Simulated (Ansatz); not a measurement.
A nudged elastic band was laid between two geometries of ClFH$_{2}$O$_{2}$Si (7 atoms, charge 0, multiplicity 1).

Computed with Ansatz, RKS PBE/6-31G*.

```yaml
movable_images: 7
climbing_image: yes
spring: 5.0 eV/Å²
optimiser: quadratic models (default)
start_path: IDPP
force_threshold: 0.03 eV/Å
iteration_limit: 60
end_points: relaxed
```

Image 0:

```xyz
7
Properties=species:S:1:pos:R:3
O -0.674 -0.174 1.402
Si 0.074 0.132 -0.029
O 0.779 -1.279 -0.494
F 1.192 1.288 0.099
Cl -1.298 0.835 -1.411
H -1.504 0.320 1.540
H 1.493 -1.191 -1.153
```

Image 8:

```xyz
7
Properties=species:S:1:pos:R:3
O -0.542 -0.408 1.214
Si 0.170 0.293 -0.100
O 1.174 -0.798 -0.810
F 1.075 1.562 0.287
Cl -1.294 1.000 -1.378
H -1.381 0.004 1.497
H 0.860 -1.720 -0.756
```

**Question.** Which bonds break or form, and what moves?

**Answer.** No bond is made or broken. The dihedral Cl5–Si2–O3–H7 goes from 79 to -88°.

**Question.** What energy profile does the band end with?

**Answer.** It converged. The highest image is number 4 of 0 to 8, 1.0 kJ/mol above the first end and 1.7 kJ/mol above the last; the last end lies 0.8 kJ/mol below the first. A vibrational analysis at the climbing image gives one clearly imaginary mode, 134i cm⁻¹: a first-order saddle point.

```tsv
image	path coordinate (Å)	energy (kJ/mol)	dihedral Cl5–Si2–O3–H7 (°)
0	0.00	0.0	79
1	0.31	0.5	57
2	0.62	0.4	37
3	0.93	0.3	9
4	1.24	1.0	-19
5	1.48	0.8	-37
6	1.72	0.1	-53
7	1.96	-0.5	-70
8	2.20	-0.8	-88
```

**Question.** What is the geometry of the highest image?

**Answer.** 
```xyz
7
Properties=species:S:1:pos:R:3
O -0.730 -0.471 1.235
Si 0.126 0.199 -0.004
O 1.252 -0.877 -0.525
F 0.872 1.535 0.492
Cl -1.128 0.747 -1.559
H -1.364 0.125 1.678
H 1.033 -1.326 -1.362
```

**Question.** What are the harmonic wavenumbers there?

**Answer.** 134i, 193, 213, 263, 313, 324, 334, 526, 799, 823, 862, 963, 1006, 3701, 3724 cm⁻¹.

The run took 4.1 min on 1 CPU thread of a shared host.
